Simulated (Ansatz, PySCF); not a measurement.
GeH, SMILES [GeH] (connectivity only; charge and spin as stated), neutral, multiplicity 2. Atoms are numbered in the order given.

```xyz
2

Ge     0.0000     0.0000    -0.0327
H      0.0000     0.0000     1.5682
```
Charge 0, spin multiplicity 2.

Geometry: PBE0-D3(BJ)/def2-TZVPD.

Two levels are set side by side: PBE-D3(BJ)/def2-TZVPD (Ansatz, a first-principles code) and PBE0-D3(BJ)/def2-TZVPD (Ansatz). Each level has its own optimised geometry; the coordinates shown are those of the second. Frequencies come from the Hessian of PySCF at each geometry. Differences are taken from unrounded values.

| quantity | PBE0-D3(BJ) |
|---|---|
| bond Ge1–H2 (Å) | 1.601 |
| highest harmonic wavenumber (cm⁻¹) | 1905 |
| mean harmonic wavenumber (cm⁻¹) | 1905 |
| zero-point energy (kcal/mol) | 2.72 |

Task: What does PBE-D3(BJ) give, and how far is it from PBE0-D3(BJ)? (An estimate is asked for; the answer gives what the named calculation found.)

Result: 
| quantity | PBE-D3(BJ) | PBE-D3(BJ) minus PBE0-D3(BJ) |
|---|---|---|
| bond Ge1–H2 (Å) | 1.617 | 0.016 |
| highest harmonic wavenumber (cm⁻¹) | 1827 | -78 |
| mean harmonic wavenumber (cm⁻¹) | 1827 | -78 |
| zero-point energy (kcal/mol) | 2.61 | -0.11 |
